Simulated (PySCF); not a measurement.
**Predicted spectroscopic data**

Averaged over atoms made equivalent by symmetry, fast rotation or ring inversion, one computed conformer, no solvent, non-relativistic. Geometry from GFN2-xTB; shieldings: GIAO PBE0/pcSseg-1; PySCF 2.14.0 with density-fitted response routines.

Scale: ¹H (σ = 31.72 ppm), ¹³C (σ = 186.93 ppm) against TMS (reference shieldings calculated alike). Splittings of carbon signals by F and P are missing where no couplings were computed. Where no couplings were computed, multiplicities follow the n + 1 count of equivalent neighbours, and m marks all less simple cases (inequivalent or close neighbours, rings, F or P nearby). Acid and N–H amide carbonyl carbons lie up to 10 ppm further downfield in solution (hydrogen bonding). Shifts are as computed. Against solution values, carbons near 30 ppm lie about +3 ppm off and those near 130 ppm about +5 ppm. Of 1211 compounds with measured shifts, 218 miss one by over three times the rms of a fit or turn the order of signals round; such compounds aren't used in these exercises. OH and NH positions are gas-phase values without hydrogen bonding to other molecules.

**1.** SMILES F[C@@H]1CC[SiH2][SiH2][Si@@H]1P, C3H12FPSi3. ¹H NMR (400 MHz, computed): δ 5.27 (m, 1H), 4.23 (m, 1H), 4.07 (m, 1H), 3.97 (m, 1H), 3.60 (m, 1H), 3.49 (m, 1H), 2.92 (m, 1H), 1.50 (m, 1H), 1.45 (m, 1H), 1.23 (m, 2H), 0.97 (m, 1H). ¹³C{¹H} NMR (computed): δ 91.4 (CH), 33.1 (CH2), 2.5 (CH2).

**2.** `C=C(C)[C@@H](/C=N/C)NC=O`, C7H12N2O. ¹H NMR (400 MHz, computed): δ 8.24 (d, 1H), 7.69 (d, 1H), 7.08 (br, 1H), 5.41 (br s, 1H), 4.88 (br s, 1H), 4.78 (m, 1H), 3.71 (s, 3H), 2.47 (s, 3H). ¹³C{¹H} NMR (computed): δ 164.7 (CH), 161.5 (CH), 158.7 (C), 120.6 (CH2), 57.1 (CH), 49.5 (CH3), 29.1 (CH3).
